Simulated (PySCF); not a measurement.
Molfile (atoms numbered from 1):
```
C6H9FOSi
     RDKit          3D

 18 18  0  0  0  0  0  0  0  0999 V2000
    3.2095    0.4207    0.2442 C   0  0  0  0  0  0  0  0  0  0  0  0
    2.0078   -0.3225   -0.2869 C   0  0  0  0  0  0  0  0  0  0  0  0
    0.8776   -0.0032    0.4951 O   0  0  0  0  0  0  0  0  0  0  0  0
   -0.6188   -0.6935    0.3178 Si  0  0  1  0  0  4  0  0  0  0  0  0
   -1.9171    0.0592    1.4140 C   0  0  0  0  0  0  0  0  0  0  0  0
   -2.8867    0.5403    0.6056 C   0  0  0  0  0  0  0  0  0  0  0  0
   -2.7167    0.4241   -0.8615 C   0  0  0  0  0  0  0  0  0  0  0  0
   -1.5720   -0.1680   -1.2413 C   0  0  0  0  0  0  0  0  0  0  0  0
   -1.2322   -0.3697   -2.5121 F   0  0  0  0  0  0  0  0  0  0  0  0
    4.1055    0.1871   -0.3507 H   0  0  0  0  0  0  0  0  0  0  0  0
    3.0368    1.5064    0.2055 H   0  0  0  0  0  0  0  0  0  0  0  0
    3.4015    0.1426    1.2911 H   0  0  0  0  0  0  0  0  0  0  0  0
    1.8257   -0.0498   -1.3437 H   0  0  0  0  0  0  0  0  0  0  0  0
    2.1924   -1.4144   -0.2650 H   0  0  0  0  0  0  0  0  0  0  0  0
   -0.4972   -2.1830    0.3804 H   0  0  0  0  0  0  0  0  0  0  0  0
   -1.9814    0.1200    2.5013 H   0  0  0  0  0  0  0  0  0  0  0  0
   -3.7951    1.0191    0.9889 H   0  0  0  0  0  0  0  0  0  0  0  0
   -3.4711    0.7973   -1.5597 H   0  0  0  0  0  0  0  0  0  0  0  0
  1  2  1  0
  2  3  1  0
  3  4  1  0
  4  5  1  0
  5  6  2  0
  6  7  1  0
  7  8  2  0
  8  9  1  0
  8  4  1  0
  1 10  1  0
  1 11  1  0
  1 12  1  0
  2 13  1  0
  2 14  1  0
  4 15  1  1
  5 16  1  0
  6 17  1  0
  7 18  1  0
M  END
```

Geometry: PBE0-D3(BJ)/def2-SVP; GIAO shifts from PySCF 2.14.0 with density-fitted response routines, gas phase, non-relativistic, averaged over equivalent atoms.

At HF/pcSseg-1 (205 basis functions, 26 s wall time on 1 thread of an Arm Neoverse V2, shared host):
```tsv
atoms	δ (ppm)
C8	183.2
C6	158.9
C7	128.2
C5	119.8
C2	55.7
C1	20.0
O3	13.6
Si4	-27.1
F9	-114.4
H17	6.89
H18	6.26
H16	5.54
H15	4.61
H13	3.55
H14	3.50
H10/H11/H12	1.43
```

Referencing at the same level of theory: 13C (σ = 190.85 ppm), 29Si (σ = 393.43 ppm), 1H (σ = 31.69 ppm) vs TMS; H2O for 17O (σ = 333.31 ppm); CFCl3 for 19F (σ = 246.35 ppm).

Task: What do these become at PBE0/pcSseg-1?

Result: 
```json
{"atoms": "C8", "δ at PBE0/pcSseg-1": "185.4", "change": "+2.2"}
{"atoms": "C6", "δ at PBE0/pcSseg-1": "157.0", "change": "-1.9"}
{"atoms": "C7", "δ at PBE0/pcSseg-1": "127.8", "change": "-0.4"}
{"atoms": "C5", "δ at PBE0/pcSseg-1": "119.2", "change": "-0.6"}
{"atoms": "C2", "δ at PBE0/pcSseg-1": "62.8", "change": "+7.1"}
{"atoms": "C1", "δ at PBE0/pcSseg-1": "20.0", "change": "+0.0"}
{"atoms": "O3", "δ at PBE0/pcSseg-1": "40.4", "change": "+26.8"}
{"atoms": "Si4", "δ at PBE0/pcSseg-1": "-25.2", "change": "+1.9"}
{"atoms": "F9", "δ at PBE0/pcSseg-1": "-120.2", "change": "-5.8"}
{"atoms": "H17", "δ at PBE0/pcSseg-1": "6.86", "change": "-0.03"}
{"atoms": "H18", "δ at PBE0/pcSseg-1": "6.13", "change": "-0.13"}
{"atoms": "H16", "δ at PBE0/pcSseg-1": "5.46", "change": "-0.08"}
{"atoms": "H15", "δ at PBE0/pcSseg-1": "5.04", "change": "+0.43"}
{"atoms": "H13", "δ at PBE0/pcSseg-1": "3.91", "change": "+0.36"}
{"atoms": "H14", "δ at PBE0/pcSseg-1": "3.83", "change": "+0.33"}
{"atoms": "H10/H11/H12", "δ at PBE0/pcSseg-1": "1.35", "change": "-0.08"}
```

Chemical shifts δ = σref − σ; 13C (σref 184.41) and 29Si (σref 351.99) and 1H (σref 31.27) against TMS; 17O (σref 334.56) against H2O; 19F (σref 177.25) vs CFCl3, all at this level.

The largest change is at O3 (oxygen bonded to C, Si). Cost: 205 basis functions, 58 s wall time on 1 thread of an Arm Neoverse V2, shared host. The order of the carbon signals is the same at both levels.

Unscaled 19F shifts against computed CFCl3 carry errors that often reach 10 to 50 ppm. Experimental scales use liquid or dissolved standards, which lie at an offset from isolated H2O (liquid H2O: subtract about 36 ppm).
